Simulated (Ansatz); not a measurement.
`FC([SiH3])[TeH]` + `O[SiH](O)S` → `O[Si](O)(S)[TeH]` + `FC[SiH3]`  (formal exchange of groups at a Te–C bond)

Computed with Ansatz on PBE0-D4/def2-TZVP structures; ΔE is electronic, products minus reactants. CBS: MP2 limit from def2 TZ/QZ plus the TZ coupled-cluster correction, frozen cores. Functionals use def2-TZVPP. Elements past krypton have def2 core potentials. For Te outer-core shells are correlated without core-valence functions, which leaves a few kJ/mol of doubt a bond. Each species was taken in one conformer, which may not be the lowest.

```csv
level,ΔE (eV)
PBE-D4,-0.97
BLYP-D4,-0.92
PBE0-D4,-1.04
PBE,-0.96
r2SCANh,-1.00
r2SCAN0,-1.03
LC-ωPBE,-1.04
CCSD(T)/def2-SVP,-1.03
```

**Question.** What does CCSD(T)/CBS give? (Estimate.)

**Answer.** Ansatz gave: -0.95 eV. The listed levels differ from it by -0.02, 0.03, -0.09, -0.01, -0.05, -0.08, -0.09, -0.08 eV.

Largest T1 diagnostic among the species: 0.012.

From PBE to PBE0 (25 % exact exchange), in def2-TZVPP and without D4, ΔE moves by −0.06 eV. Leaving LDA and LC-ωPBE aside and taking each functional with its dispersion term where it has one, the values, not all of them listed here, spread over 0.12 eV, from r2SCAN0-D4 to BLYP-D4.
